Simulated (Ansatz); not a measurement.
Born–Oppenheimer molecular dynamics of Cl₂H₂O₂Sn (7 atoms, charge 0, multiplicity 1). It starts from a relaxed structure.

Method: RHF/def2-SVP in Ansatz 0.2.0.

```yaml
ensemble: NVT, Langevin thermostat
time_step: 0.5 fs
steps_asked: 250
set_temperature: 500 K
friction: 0.02 /fs
temperature_schedule: 62 steps to 500 K, then 188 steps to 1000 K
seed: 215429
```

First frame:

```xyz
7
Properties=species:S:1:pos:R:3
Sn -0.045 -0.086 -0.024
O -0.057 -0.202 1.904
H -0.840 0.036 2.378
O 1.780 -0.038 -0.643
H 2.243 -0.856 -0.754
Cl -1.117 1.845 -0.712
Cl -1.131 -1.933 -0.920
```

What does the run give?

All steps were run.

```yaml
steps_done: 250
time_covered: 125 fs
mean_temperature_over_the_second_half: 662 K
spread_of_the_potential_energy_over_the_second_half: 15.4 meV per atom
mean_potential_energy_of_the_second_half_above_the_start: 41.9 meV per atom
```

The schedule's set-point averaged 834 K over the second half and the system 662 K, so it lags behind the ramp. A run of 0.12 ps of so small a system gives no equilibrium averages.

What happens to the structure?

The same pairs are bonded in the first frame and the last. Pairs count as bonded within 1.25 times the sum of covalent radii (0.12 Å more for H–H). This is one draw of velocities; another would differ in detail.

How do temperature and energy run in time?


```json
{"time (fs)": "0", "T (K)": "429", "potential energy less start (eV)": "0.000"}
{"time (fs)": "6", "T (K)": "298", "potential energy less start (eV)": "0.067"}
{"time (fs)": "12", "T (K)": "375", "potential energy less start (eV)": "0.084"}
{"time (fs)": "18", "T (K)": "403", "potential energy less start (eV)": "0.172"}
{"time (fs)": "24", "T (K)": "412", "potential energy less start (eV)": "0.122"}
{"time (fs)": "30", "T (K)": "306", "potential energy less start (eV)": "0.179"}
{"time (fs)": "36", "T (K)": "400", "potential energy less start (eV)": "0.207"}
{"time (fs)": "42", "T (K)": "378", "potential energy less start (eV)": "0.344"}
{"time (fs)": "48", "T (K)": "386", "potential energy less start (eV)": "0.275"}
{"time (fs)": "54", "T (K)": "458", "potential energy less start (eV)": "0.284"}
{"time (fs)": "60", "T (K)": "513", "potential energy less start (eV)": "0.251"}
{"time (fs)": "66", "T (K)": "628", "potential energy less start (eV)": "0.260"}
{"time (fs)": "72", "T (K)": "723", "potential energy less start (eV)": "0.116"}
{"time (fs)": "78", "T (K)": "678", "potential energy less start (eV)": "0.150"}
{"time (fs)": "84", "T (K)": "688", "potential energy less start (eV)": "0.183"}
{"time (fs)": "90", "T (K)": "731", "potential energy less start (eV)": "0.254"}
{"time (fs)": "96", "T (K)": "543", "potential energy less start (eV)": "0.328"}
{"time (fs)": "102", "T (K)": "653", "potential energy less start (eV)": "0.437"}
{"time (fs)": "108", "T (K)": "609", "potential energy less start (eV)": "0.437"}
{"time (fs)": "114", "T (K)": "664", "potential energy less start (eV)": "0.341"}
{"time (fs)": "120", "T (K)": "878", "potential energy less start (eV)": "0.346"}
```

Run time: 5.4 min on 2 threads of Arm Neoverse V2, with other jobs on the host, peak memory 0.22 GiB.
